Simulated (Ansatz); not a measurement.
Cartesian coordinates in Å:
```
F -0.247 -1.401 0.639
Si 0.205 -0.259 -0.363
F -1.114 0.287 -1.053
Br 1.157 1.373 0.777
```

Total charge 0; spin multiplicity 2.

Problem. List the PBE/def2-TZVPP orbital energies in eV (Ansatz 0.2.0). (Estimate.)

Solution. Ansatz gave: α occupied: -13089.59, -1782.65, -1682.73, -1517.10, -1517.03, -1517.03, -660.76, -660.76, -229.52, -171.70, -171.48, -171.47, -140.09, -96.87, -96.84, -96.83, -68.36, -68.30, -68.30, -68.13, -68.13, -30.74, -30.25, -20.12, -14.34, -12.63, -11.87, -11.72, -10.92, -10.55, -10.28, -8.17, -8.01, -6.13. α empty: -0.63, -0.41, -0.09, 2.35, 3.43, 3.90, 3.92, 4.24. β occupied: -13089.58, -1782.58, -1682.72, -1517.08, -1517.02, -1517.02, -660.70, -660.70, -229.50, -171.66, -171.47, -171.46, -139.99, -96.76, -96.76, -96.68, -68.33, -68.27, -68.27, -68.12, -68.12, -30.63, -30.14, -19.98, -14.11, -12.49, -11.78, -11.51, -10.82, -10.50, -10.05, -8.05, -7.95. β empty: -4.34, -0.03, 0.00, 0.38, 2.46, 3.98, 4.05, 4.48. ⟨S²⟩ = 0.752.
